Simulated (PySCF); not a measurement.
A PySCF script (with the pyscf-properties extension) for the NMR shieldings of `C([Si@@H]1C(=C)CC1=O)F`, C5H7FOSi, on a GFN2-xTB geometry:

```python
import basis_set_exchange as bse
import numpy as np
from pyscf import gto, dft
from pyscf.prop import nmr

atoms = """
C    -1.209436    0.822160    1.771927
C    -0.855706    0.284575    0.616874
C    -1.531875   -0.856198   -0.117135
C    -0.563288   -0.955413   -1.286303
O    -0.577208   -1.722449   -2.209541
Si    0.521673    0.538938   -0.671105
C     2.313728    0.098860   -0.138651
F     2.909173    1.200810    0.442441
H    -0.654026    1.634122    2.209969
H    -2.066649    0.474561    2.329673
H    -1.594891   -1.782795    0.455332
H    -2.539526   -0.614357   -0.459208
H     0.542502    1.764313   -1.465088
H     2.942714   -0.176379   -0.989431
H     2.358402   -0.702757    0.603436
"""
names = dict.fromkeys(["C", "O", "Si", "F", "H"], "pcSseg-1")
basis = {el: gto.basis.parse(bse.get_basis(n, elements=[el], fmt="nwchem")) for el, n in names.items()}
mol = gto.M(atom=atoms, basis=basis, charge=0, verbose=0)
mf = dft.RKS(mol, xc="PBE0")
mf.grids.level = 2
mf.grids.alignment = dft.numint.BLKSIZE   # the property module wants whole blocks of grid points
mf.conv_tol = 1e-9
mf.kernel()

calc = nmr.RKS(mf)   # GIAO
C = mf.mo_coeff
Co = C[:, mf.mo_occ > 0]
resp = mf.gen_response(singlet=True, hermi=2)
def vind(x):   # induced exchange potential for any number of trial vectors
    d = np.einsum("pi,xij,qj->xpq", C, 2 * x.reshape(-1, C.shape[1], Co.shape[1]), Co, optimize=True)
    return np.einsum("xpq,pi,qj->xij", resp(d - d.transpose(0, 2, 1)), C, Co, optimize=True).ravel()
mo1, _ = nmr.rhf.solve_mo1(calc, with_cphf=vind)
sigma = calc.kernel(mo1)
for i, s in enumerate(sigma):   # ppm
    w = np.linalg.eigvalsh((s + s.T) / 2)
    print("%2d %-2s iso %8.1f  s11 %8.1f  s22 %8.1f  s33 %8.1f" % (i, mol.atom_pure_symbol(i), w.mean(), *w))
```

Question: What does it print?

Answer: 
```
 0 C  iso     49.0  s11    -72.7  s22     58.1  s33    161.5
 1 C  iso     36.1  s11    -70.3  s22     15.7  s33    163.0
 2 C  iso    117.5  s11     88.1  s22    118.2  s33    146.3
 3 C  iso    -59.8  s11   -153.3  s22   -106.1  s33     79.8
 4 O  iso   -546.4  s11  -1466.7  s22   -492.1  s33    319.6
 5 Si iso    366.2  s11    289.6  s22    336.6  s33    472.4
 6 C  iso    107.5  s11     62.0  s22     84.2  s33    176.4
 7 F  iso    476.7  s11    432.9  s22    483.9  s33    513.3
 8 H  iso     25.1  s11     21.8  s22     24.5  s33     29.1
 9 H  iso     25.0  s11     22.0  s22     24.6  s33     28.5
10 H  iso     27.9  s11     24.7  s22     27.7  s33     31.2
11 H  iso     27.8  s11     24.7  s22     27.4  s33     31.3
12 H  iso     26.1  s11     23.9  s22     24.5  s33     29.9
13 H  iso     26.7  s11     22.5  s22     26.4  s33     31.0
14 H  iso     26.4  s11     22.8  s22     26.2  s33     30.4
```

These numbers come from an equivalent density-fitted implementation of the same equations, which agrees with the script to about 0.01 ppm for H and up to a few tenths of a ppm for heavy atoms, so last digits may differ.

Question: Turn these shieldings into chemical shifts. Scale: ¹³C (186.93 ppm), ²⁹Si (349.16 ppm), ¹H (31.72 ppm) vs TMS; H2O for ¹⁷O (336.08 ppm); ¹⁹F (170.95 ppm) against CFCl3 (reference shieldings calculated alike).

Answer: Averaging equivalent atoms: C 3: 246.8; C 1: 150.8; C 0: 137.9; C 6: 79.4; C 2: 69.4; O 4: 882.5; Si 5: -17.0; F 7: -305.7; H 9: 6.69; H 8: 6.57; H 12: 5.62; H 14: 5.29; H 13: 5.06; H 11: 3.90; H 10: 3.85 ppm. Unscaled 19F shifts against computed CFCl3 carry errors that often reach 10 to 50 ppm. Unscaled 17O shifts of doubly bonded oxygen tend to come out too high, by tens of ppm or more. Experimental scales use liquid or dissolved standards, which lie at an offset from isolated H2O (liquid H2O: subtract about 36 ppm).

Size and cost of the density-fitted run: 178 basis functions, 55 s wall time on 1 thread of an Intel Xeon, shared host; peak memory 0.81 GiB.
